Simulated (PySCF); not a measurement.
## Electronic structure of Rh (rhodium, neutral) at the UHF level

Configuration: [Kr] 4d7 5s1 5p1, one real determinant (an excited configuration). Calculation: PySCF 2.14, in aug-cc-pwCVTZ-DK (11s10p8d4f3g, 136 functions); the spin-free X2C one-electron Hamiltonian (Gaussian nucleus).

* Total energy: -4780.944224 hartree
* One-electron energy: -6586.8825 hartree
* Hartree (Coulomb) energy: 1943.5171 hartree
* Exchange energy: -137.5788 hartree
* ⟨S²⟩: 8.7546
* ⟨L²⟩: 13.990
* Sum of ⟨r⟩: 33.93 bohr
* Sum of ⟨r²⟩: 62.93 bohr²
* Traceless quadrupole moment −½Σ⟨3z² − r²⟩ along its main axis: -8.72 e·bohr²
* Langevin diamagnetic susceptibility: -49.8 ×10⁻⁶ cm³/mol

| shell | electrons | mean orbital energy (hartree) | spread (hartree) | rms radius, mean of both spins (bohr) |
| --- | --- | --- | --- | --- |
| 1s α | 1 | -857.90256 | 0 | 0.0375 |
| 1s β | 1 | -857.90042 | 0 | 0.0375 |
| 2s α | 1 | -127.57831 | 0 | 0.154 |
| 2s β | 1 | -127.54359 | 0 | 0.154 |
| 2p α | 3 | -114.16106 | 0.00321 | 0.137 |
| 2p β | 3 | -114.12814 | 0.00163 | 0.137 |
| 3s α | 1 | -24.26404 | 0 | 0.415 |
| 3s β | 1 | -24.24368 | 0 | 0.415 |
| 3p α | 3 | -19.72823 | 0.00579 | 0.419 |
| 3p β | 3 | -19.70654 | 0.00249 | 0.419 |
| 3d α | 5 | -12.47673 | 0.01404 | 0.403 |
| 3d β | 5 | -12.43066 | 0.04556 | 0.403 |
| 4s α | 1 | -4.00631 | 0 | 1.05 |
| 4s β | 1 | -3.80778 | 0 | 1.05 |
| 4p α | 3 | -2.64446 | 0.01391 | 1.16 |
| 4p β | 3 | -2.40018 | 0.02197 | 1.16 |
| 4d α | 5 | -0.65257 | 0.04744 | 1.61 |
| 4d β | 2 | -0.55399 | 0.00718 | 1.61 |
| 5s α | 1 | -0.36060 | 0 | 3.38 |
| 5p α | 1 | -0.18501 | 0 | 4.46 |

⟨L²⟩ = 13.99 against 20 for a pure G term, so this real determinant mixes terms.

Densities and radii are taken from the X2C orbitals without a picture-change correction, which distorts them close to the nucleus.

Spin-orbit constants ζ (cm⁻¹) from the X2C one-electron operator on these orbitals: bare nucleus, nucleus screened by l(l+1)(2l+1)/3 electrons, and screened by the Breit-Pauli mean field of the electrons.

```tsv
shell	bare	screened nucleus	mean field
2p	783400	748600	n/a
3p	136500	130500	n/a
3d	19820	15420	n/a
4p	19960	19070	n/a
4d	1710	1330	n/a
5p	944.0	902.0	n/a
```

To first order the Landé constant is A = -154.4 cm⁻¹, so the lowest level has J = 13/2 and lies 0.191 eV below the centre of the term. This holds in LS coupling only.
